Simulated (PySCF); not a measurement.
Compound: C8H16N (charge +1).
SMILES with atom numbers: `[CH2:1]=[CH:2][CH2:3][CH2:4][N+:5]1([CH3:6])[CH2:7][CH2:8][CH2:9]1` (hydrogens: H10, H11 on C1; H12 on C2; H13, H14 on C3; H15, H16 on C4; H17, H18, H19 on C6; H20, H21 on C7; H22, H23 on C8; H24, H25 on C9)

Method used: PBE0-D3(BJ)/def2-SVP geometry optimisation, gas phase (PySCF 2.14.0).

**Question.** List the bond lengths, angles and torsions at this level.

**Answer.** 
```json
{"bond": "C1=C2", "length (Å)": "1.334", "order": "double"}
{"bond": "C2–C3", "length (Å)": "1.499", "order": "single"}
{"bond": "C3–C4", "length (Å)": "1.522", "order": "single"}
{"bond": "C4–N5", "length (Å)": "1.496", "order": "single"}
{"bond": "N5–C6", "length (Å)": "1.483", "order": "single"}
{"bond": "N5–C7, N5–C9", "length (Å)": "1.521", "order": "single"}
{"bond": "C7–C8, C8–C9", "length (Å)": "1.530", "order": "single"}
{"bond": "C1–H10", "length (Å)": "1.093", "order": "single"}
{"bond": "C1–H11", "length (Å)": "1.095", "order": "single"}
{"bond": "C2–H12", "length (Å)": "1.098", "order": "single"}
{"bond": "C3–H13, C3–H14", "length (Å)": "1.104", "order": "single"}
{"bond": "C4–H15, C4–H16", "length (Å)": "1.100", "order": "single"}
{"bond": "C6–H17, C6–H18, C6–H19", "length (Å)": "1.097", "order": "single"}
{"bond": "C7–H20, C9–H24", "length (Å)": "1.098", "order": "single"}
{"bond": "C7–H21, C9–H25", "length (Å)": "1.097", "order": "single"}
{"bond": "C8–H22", "length (Å)": "1.098", "order": "single"}
{"bond": "C8–H23", "length (Å)": "1.096", "order": "single"}
```

Bonds in one row agree within 0.01 Å and their mean is given. Orders are formal, as drawn. A selection of angles:
```json
{"angle": "C1–C2–C3", "degrees": "124.6"}
{"angle": "C2–C3–C4", "degrees": "117.1"}
{"angle": "C3–C4–N5", "degrees": "115.6"}
{"angle": "C4–N5–C6", "degrees": "112.7"}
{"angle": "C4–N5–C7", "degrees": "114.9"}
{"angle": "C6–N5–C7", "degrees": "110.9"}
{"angle": "C7–N5–C9", "degrees": "88.2"}
{"angle": "N5–C7–C8", "degrees": "90.6"}
{"angle": "C7–C8–C9", "degrees": "87.6"}
```

Torsions: C1–C2–C3–C4 -132° (anticlinal); C2–C3–C4–N5 72° (synclinal); C3–C4–N5–C6 -70° (synclinal); C4–N5–C7–C8 -131° (anticlinal); N5–C7–C8–C9 13° (synperiplanar); C7–C8–C9–N5 -13° (synperiplanar); C4–N5–C9–C8 130° (anticlinal). The mirror-image conformer, all signs reversed, is as good.

The 4 C–N bonds span 1.483 Å (N5–C6, drawn single) to 1.522 Å (N5–C7, drawn single), a spread of 0.039 Å. N5 (ammonium nitrogen) has angles from 88.2° to 115.8°. C2 (alkene CH carbon) is planar (angles 124.6°, 119.2° and 116.1°, sum 359.9°, 0.02 Å off the plane of its three neighbours). The C–C distances run from 1.334 Å (C1=C2, drawn double) to 1.530 Å (C8–C9, drawn single), a spread of 0.196 Å. Of the pairs four or more bonds apart, C2···H17 is among the closest relative to their van der Waals radii: 2.43 Å, 84 % of the sum of Bondi's values. The 4-membered ring N5–C7–C8–C9 has internal angles of 87.6° to 90.6° (sum 357°, against 360° for a flat polygon); it is puckered, 0.09 Å rms from its mean plane, widest ring torsion 13°. C1 (terminal =CH2 carbon) is planar (angles 121.8°, 121.3° and 116.9°, sum 360.0°, 0.01 Å off the plane of its three neighbours).

Point group: C1 (no symmetry element, even within 0.4 Å). No PBE0-D3(BJ)/def2-SVP frequencies stand behind this structure, so it isn't proved a minimum.
